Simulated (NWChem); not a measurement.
# C₂H₅Ga; SMILES [CH]([GaH2])=C

```xyz
8

Ga    -0.0366    -0.7577     0.0000
H     -1.5861    -1.0308     0.0000
H      1.0003    -1.9383     0.0000
C      0.5335     1.1094     0.0000
C     -0.3667     2.1050     0.0000
H      1.5961     1.3864     0.0000
H     -0.0778     3.1643     0.0000
H     -1.4463     1.9092     0.0000
```
Atoms are numbered in this order, from 1.

Program: NWChem. Pople sets run with spherical d functions. STO-3G and 3-21G are far too small for this property and stand as cheap habits. The geometry was optimised at PBE0/def2-SVP. GIAO values for the isolated, static molecule; σ is the absolute isotropic shielding, δ = σ(reference) − σ with the isolated reference molecule computed at the same levels (13C: tetramethylsilane, 1H: tetramethylsilane).

For level B3LYP/6-311G**:

* **σ Ga1 (ppm)**: 1152.0
* **δ H3 (ppm)**: 6.48
* **δ C4 (ppm)**: 155.5
* **δ C5 (ppm)**: 150.0
* **δ H6 (ppm)**: 7.30
* **δ H7 (ppm)**: 6.99
* **δ H8 (ppm)**: 6.51

Q: How do the values read with level Hartree-Fock/STO-3G instead?

A: 
- σ Ga1 (ppm): 314.9
- δ H3 (ppm): 7.43
- δ C4 (ppm): 113.0
- δ C5 (ppm): 116.3
- δ H6 (ppm): 8.82
- δ H7 (ppm): 6.79
- δ H8 (ppm): 8.82
